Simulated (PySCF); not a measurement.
C₉H₇F₃.
SMILES: `C=C1C=CC=CC(C(F)(F)F)=C1`

Torsions of this conformer, `[CH2:1]=[C:2]1[CH:3]=[CH:4][CH:5]=[CH:6][C:7]([C:8]([F:9])([F:10])[F:11])=[CH:12]1`: C6–C7–C8–F9 58°.

The closed-shell ground state was solved at several levels (PySCF, density fitting, gas phase, non-relativistic). Isolated species at its PBE0-D3(BJ)/def2-SVP geometry, gas phase.

```json
{"level": "PBE0/pcSseg-1", "basis functions": "239", "HOMO (eV)": "-6.05", "LUMO (eV)": "-2.29", "gap (eV)": "3.76", "dipole (D)": "2.56"}
{"level": "HF/pcSseg-2", "basis functions": "530", "HOMO (eV)": "-7.69", "LUMO (eV)": "1.30", "gap (eV)": "8.99", "dipole (D)": "2.92"}
{"level": "CAM-B3LYP/def2-SVPD", "basis functions": "305", "HOMO (eV)": "-7.17", "LUMO (eV)": "-1.22", "gap (eV)": "5.95", "dipole (D)": "2.73"}
```

(1) What might B3LYP/pcJ-1 (394 basis functions) give for the same quantities?

(2) Over all these levels, which gives the widest orbital gap and which the narrowest?

(3) How far do the dipole and the HOMO energy spread over the levels?

Answers

(1) HOMO -5.84 eV, LUMO -2.43 eV, gap 3.41 eV, dipole 2.56 D.

(2) HF/pcSseg-2 (Hartree–Fock, all exact exchange) has the widest, 8.99 eV, and B3LYP/pcJ-1 (global hybrid, 20 % exact exchange) the narrowest, 3.41 eV. Functional and basis both differ between the two, so the spread mixes both effects.

(3) The dipole runs from 2.56 to 2.92 D (mean 2.70 D) and the HOMO from -7.69 to -5.84 eV.
